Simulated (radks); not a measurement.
The numbers below are computed, except where a source is named.
Problem. The mean radii <r> (bohr) of the occupied orbitals of an atom or ion are listed with their occupations. Level of theory: scalar-relativistic Kohn-Sham, r2SCAN, spin-polarised, spherical densities, finite nucleus; meta-GGA in the generalised Kohn-Sham scheme; Fermi nuclear charge, rms radius of each element as measured or else 0.836 A^(1/3) + 0.57 fm (a radial shooting solver on a logarithmic mesh with Libxc functionals).

| orbital | occ. | <r> |
|---|---|---|
| 1s down | 1 | 0.06092 |
| 1s up | 1 | 0.06092 |
| 2s up | 1 | 0.2790 |
| 2s down | 1 | 0.2784 |
| 2p up | 3 | 0.2472 |
| 2p down | 3 | 0.2466 |
| 3s up | 1 | 0.8315 |
| 3s down | 1 | 0.8360 |
| 3p up | 3 | 0.8687 |
| 3p down | 3 | 0.8746 |
| 3d up | 3 | 0.9577 |

Name the element and its charge. Open shells, if any, are filled with parallel spins first.

Solution. Z = 25, manganese, charge +4: Mn4+ in [Ar] 3d3. The 1s radius gives Z: for a bare nucleus <r> = (2 gamma + 1)/(2Z) with gamma = sqrt(1 - (Z/c)^2), 0.05933 bohr for Z = 25, and screening makes it slightly larger (0.06092 here). The occupations add up to 21, and the charge is Z minus that.
